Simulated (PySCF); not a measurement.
C₃H₄BrF, SMILES C(/F)(=C\Br)C.

Geometry: B3LYP-D3(BJ)/def2-SVP.

Calculation: PBE0/def2-TZVP run with PySCF.

Symmetry labels are those of the subgroup Cs that the program uses (full group Cs).

Computed valence orbital energies around the gap with their symmetry:
| orbital | symmetry | energy (eV) |
|---|---|---|
| HOMO−7 | A" | -13.74 |
| HOMO−6 | A" | -11.76 |
| HOMO−5 | A' | -11.72 |
| HOMO−4 | A' | -11.29 |
| HOMO−3 | A' | -10.94 |
| HOMO−2 | A" | -9.61 |
| HOMO−1 | A' | -8.45 |
| HOMO | A" | -7.05 |
| LUMO | A" | -0.03 |
| LUMO+1 | A' | 0.02 |
| LUMO+2 | A' | 1.45 |
| LUMO+3 | A' | 2.23 |
